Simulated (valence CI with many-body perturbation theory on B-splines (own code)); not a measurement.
# Level structure of Dy⁴⁴⁺

Calculated by valence CI with perturbative core correlation (CI+MBPT): four valence electrons over a frozen Dirac-Fock core [Ar], radial functions for each j: 7 s, 7 p, 8 d, 6 f, 4 g, 1 h, with the one-electron correlation potential Σ1 (screened to all orders), the two-electron term Σ2, the three-electron term Σ3, Breit, model QED; selected single and double excitations, second order for the rest (own B-spline code, finite nucleus).

No measured spectrum was set against this ion. As an estimate, large intervals hold to a few tenths of a per cent, small ones and those within an open d or f shell to about a per cent. Only levels of the ground parity were solved; by the run's estimate the other parity begins above the list, which can be wrong where configurations are misplaced.

Levels 1 to 31 of 31, with energies above the lowest level, (3d3/2^4) J=0. "Leading %" is the weight of the configuration and term that name the level; weights of strongly mixed levels are sums over their largest components and can fall short. In the jj column 3d3/2^4 stands for four electrons in 3d with j = 3/2. Lifetimes count E1, E2, E3, M1 and M2 decay at the calculated energies, and are blank where another channel may lead or the interval is too uncertain; long ones can be off by a factor of two.

```csv
No.,Configuration,Term,J,E (cm⁻¹),Leading %,Second component,Lifetime,g,Leading jj
1,3d⁴,³P,0,0,59,29 % 3d⁴ ⁵D,,,3d3/2^4 (98 %)
2,3d⁴,⁵D,1,277970,61,39 % 3d⁴ ³P,1.80 μs,1.492,3d3/2^3 3d5/2 (98 %)
3,3d⁴,³F,4,363450,29,23 % 3d⁴ ³H,,1.078,3d3/2^3 3d5/2 (98 %)
4,3d⁴,⁵D,2,373100,44,15 % 3d⁴ ³F,57.8 μs,1.245,3d3/2^3 3d5/2 (88 %)
5,3d⁴,³F,3,399910,29,25 % 3d⁴ ⁵D,,1.153,3d3/2^3 3d5/2 (91 %)
6,3d⁴,⁵D,0,617880,65,21 % 3d⁴ ¹S,623 ns,,3d3/2^2 3d5/2^2 (97 %)
7,3d⁴,⁵D,2,631120,44,22 % 3d⁴ ³F,954 ns,1.203,3d3/2^2 3d5/2^2 (90 %)
8,3d⁴,³H,4,637940,40,39 % 3d⁴ ⁵D,1.74 μs,1.149,3d3/2^2 3d5/2^2 (96 %)
9,3d⁴,⁵D,3,652270,47,37 % 3d⁴ ³G,1.74 μs,1.147,3d3/2^2 3d5/2^2 (89 %)
10,3d⁴,³H,5,681390,68,32 % 3d⁴ ³G,3.35 μs,1.079,3d3/2^2 3d5/2^2 (100 %)
11,3d⁴,¹I,6,702170,50,50 % 3d⁴ ³H,12.5 ms,1.074,3d3/2^2 3d5/2^2 (99 %)
12,3d⁴,³P,1,709040,44,37 % 3d⁴ ³D,1.50 μs,1.118,3d3/2^2 3d5/2^2 (94 %)
13,3d⁴,³G,4,738250,57,38 % 3d⁴ ¹G,,1.028,3d3/2^2 3d5/2^2 (98 %)
14,3d⁴,³F,3,739560,44,27 % 3d⁴ ³D,2.29 μs,1.089,3d3/2^2 3d5/2^2 (96 %)
15,3d⁴,³D,2,750080,34,30 % 3d⁴ ³F,5.54 μs,1.094,3d3/2^2 3d5/2^2 (96 %)
16,3d⁴,³F,2,835700,47,29 % 3d⁴ ³P,1.07 μs,0.988,3d3/2^2 3d5/2^2 (94 %)
17,3d⁴,³F,4,869530,64,21 % 3d⁴ ¹G,3.26 μs,1.201,3d3/2^2 3d5/2^2 (90 %)
18,3d⁴,³P,2,952010,40,34 % 3d⁴ ¹D,11.6 μs,1.176,3d3/2^2 3d5/2^2 (90 %)
19,3d⁴,⁵D,4,987560,30,25 % 3d⁴ ¹G,747 ns,1.136,3d3/2 3d5/2^3 (88 %)
20,3d⁴,³F,3,993090,45,25 % 3d⁴ ⁵D,646 ns,1.165,3d3/2 3d5/2^3 (96 %)
21,3d⁴,³D,1,1028400,55,26 % 3d⁴ ³P,501 ns,0.938,3d3/2 3d5/2^3 (96 %)
22,3d⁴,³G,5,1031900,68,32 % 3d⁴ ³H,1.33 μs,1.137,3d3/2 3d5/2^3 (100 %)
23,3d⁴,³P,0,1032400,62,38 % 3d⁴ ¹S,1.72 μs,,3d3/2^2 3d5/2^2 (58 %)
24,3d⁴,³H,6,1038400,50,50 % 3d⁴ ¹I,1.56 μs,1.075,3d3/2 3d5/2^3 (99 %)
25,3d⁴,³F,2,1091500,49,39 % 3d⁴ ³P,758 ns,1.056,3d3/2 3d5/2^3 (91 %)
26,3d⁴,³D,3,1105400,36,35 % 3d⁴ ¹F,1.06 μs,1.088,3d3/2 3d5/2^3 (97 %)
27,3d⁴,¹S,0,1178500,77,19 % 3d⁴ ³P,1.69 μs,,3d3/2 3d5/2^3 (50 %)
28,3d⁴,³F,3,1206800,66,31 % 3d⁴ ¹F,1.28 μs,1.056,3d3/2 3d5/2^3 (100 %)
29,3d⁴,³P,1,1210800,91,7 % 3d⁴ ³D,840 ns,1.419,3d3/2 3d5/2^3 (98 %)
30,3d⁴,¹G,4,1215200,70,22 % 3d⁴ ³F,975 ns,1.042,3d3/2 3d5/2^3 (95 %)
31,3d⁴,¹D,2,1244200,66,25 % 3d⁴ ³P,1.15 μs,1.104,3d3/2 3d5/2^3 (80 %)
```

The ionisation energy to 3d³ ⁴F3/2 of the next ion comes out as 3608.2 eV (NIST: 3607 ± 4 eV (theoretical)). All 31 levels together are meant to be complete up to 1294200 cm⁻¹.
